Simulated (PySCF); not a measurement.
SMILES C[Si](O)(O)C#C[SiH3], singlet, GFN2-xTB optimised geometry.

```
15

Si    -3.07     0.21     0.00
C     -1.22     0.21     0.00
C     -0.01     0.21     0.00
Si     1.85     0.19    -0.01
C      2.46    -1.41    -0.81
O      2.39     0.43     1.52
O      2.46     1.43    -0.88
H     -3.54     1.60     0.00
H     -3.54    -0.50    -1.20
H     -3.53    -0.49     1.21
H      2.01    -2.28    -0.34
H      2.21    -1.44    -1.86
H      3.54    -1.51    -0.72
H      2.17    -0.20     2.21
H      2.56     2.28    -0.47
```

Density from PBE0/def2-TZVP (PySCF) at that geometry.

Minimum of the electron density along straight lines between bonded atoms, close to the bond critical point (lines longer than 1.1 times the sum of covalent radii, or with two minima, are not listed):

| bond | length / Å | ρ at the minimum / e bohr⁻³ | ∇²ρ there / e bohr⁻⁵ | position (fraction from the first atom) |
|---|---|---|---|---|
| Si1–C2 | 1.848 | 0.115 | 0.29 | 0.39 |
| C2–C3 | 1.210 | 0.426 | … | 0.50 |
| C3–Si4 | 1.864 | 0.115 | 0.27 | 0.61 |
| Si4–C5 | 1.893 | 0.122 | 0.13 | 0.39 |
| Si4–O6 | 1.640 | 0.140 | … | 0.41 |
| Si4–O7 | 1.623 | 0.147 | … | 0.41 |
| Si1–H8 | 1.466 | 0.125 | 0.18 | 0.49 |
| Si1–H9 | 1.466 | 0.125 | 0.18 | 0.49 |
| Si1–H10 | 1.467 | 0.124 | 0.18 | 0.49 |
| C5–H11 | 1.086 | 0.274 | -0.92 | 0.64 |
| C5–H12 | 1.084 | 0.276 | -0.93 | 0.64 |
| C5–H13 | 1.086 | 0.275 | -0.92 | 0.64 |
| O6–H14 | 0.952 | 0.364 | -2.52 | 0.81 |
| O7–H15 | 0.953 | 0.361 | -2.51 | 0.81 |

Q: Complete the blanks.

A: 
- C2–C3, ∇²ρ there / e bohr⁻⁵: -1.35
- Si4–O6, ∇²ρ there / e bohr⁻⁵: 0.85
- Si4–O7, ∇²ρ there / e bohr⁻⁵: 0.91
